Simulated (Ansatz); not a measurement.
TeSe2 (the lowest singlet isomer of a short search). The state is a singlet with charge 0. Geometry B3LYP-D4/def2-TZVP, basis def2-TZVP, Ansatz.

```xyz
3

Se   -1.0274    0.4802   -0.8451
Se    0.6627    0.9847    0.7692
Te    0.3647   -1.4649    0.0759
```

```
run  HOMO (eV)  LUMO (eV)
  A      -6.19      -3.09
  B      -5.28      -4.00
  C      -8.53      -0.09
  D      -5.12      -3.78
  E      -5.37      -3.80
  F      -5.96      -3.24
```

In the def2 sets Te takes a core potential; there is no spin–orbit coupling. B3LYP takes the VWN-RPA correlation. The structure comes from a short search, and lower isomers may exist.

Q: The runs used B3LYP, HF, LDA (SPW92), PBE, PBE0, r2SCAN. Estimate which is which.

A: A PBE0 (25 % exact exchange); B LDA (SPW92) (0 % exact exchange); C HF (100 % exact exchange); D PBE (0 % exact exchange); E r2SCAN (0 % exact exchange); F B3LYP (20 % exact exchange). Exact exchange lowers occupied and raises empty levels; among semilocal functionals meta-GGAs tend to open the gap a little, and such runs are hard to tell apart. The gap grows from 1.28 eV (LDA (SPW92)) to 8.44 eV (HF).
